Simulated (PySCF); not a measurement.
A geometry optimisation on `F/C=C\C(F)=C(F)F`.

Method: PBE0-D3(BJ)/def2-SVP geometry optimisation, gas phase (PySCF 2.14.0). Start geometry: GFN2-xTB. The input is one job of a driver script: a line of settings, then coordinates in Å.

Command:
```bash
OMP_NUM_THREADS=1 python probes_run.py task.json out
```

Input:
```
{"job": {"xc": "PBE0", "basis": "def2-SVP", "d3": "d3bj", "grid": 1, "shake": 0.01, "kind": "geom"}, "charge": 0, "multiplicity": 1}
F      1.880150    -0.588570     1.666180
C      1.781420     0.121260     0.526820
C      0.647720     0.277960    -0.184930
C     -0.596890    -0.259120     0.156410
F     -0.756740    -0.996530     1.269020
C     -1.727060    -0.069900    -0.591960
F     -1.707820     0.625860    -1.715760
F     -2.914160    -0.539190    -0.335610
H      2.738450     0.552160     0.263910
H      0.705370     0.855140    -1.075140
```

Output:
```
step   0  E = -551.95346653  max force = 0.062297
step   1  E = -551.95647165  max force = 0.019444
step   2  E = -551.95685472  max force = 0.009600
step   3  E = -551.95742105  max force = 0.004519
step   4  E = -551.95749987  max force = 0.003887
step   5  E = -551.95762664  max force = 0.002208
step   6  E = -551.95763855  max force = 0.001239
step   7  E = -551.95766151  max force = 0.000701
step   8  E = -551.95766863  max force = 0.000494
step   9  E = -551.95767270  max force = 0.000445
optimisation converged
```

Energies in Eh; «max force» is the largest Cartesian gradient component in Eh/bohr.

Question: Give the first gradient maximum in eV/Å.

Answer: With 1 Eh/bohr = 51.422 eV/Å, 3.203 eV/Å.

Question: How much energy does the optimisation release, in kcal/mol?

Answer: E(step 0) − E(last step) = 0.004206 Eh, which is 2.6 kcal/mol.

Summary of the converged run: final energy -551.95767 Eh after 9 steps; dipole 2.21 D.

Question: Give the final coordinates.

Answer: 0.038 Å rms from the input after alignment:
```
atom  x, y, z in Å
F1     1.5968    0.0938    2.0144
C2     1.6403    0.5021    0.7577
C3     0.6439    0.3356   -0.1193
C4    -0.6308   -0.2974    0.1238
F5    -0.9141   -0.7248    1.3527
C6    -1.5605   -0.4837   -0.8261
F7    -1.4014   -0.1087   -2.0727
F8    -2.7155   -1.0544   -0.6208
H9     2.5808    0.9971    0.5011
H10    0.8139    0.7161   -1.1277
```

The run took 54 s on Arm Neoverse V1, one thread, on a shared host, and the process peaked at 0.50 GiB of memory.
Labels such as C1 count atoms from 1, the log's own numbers from 0.
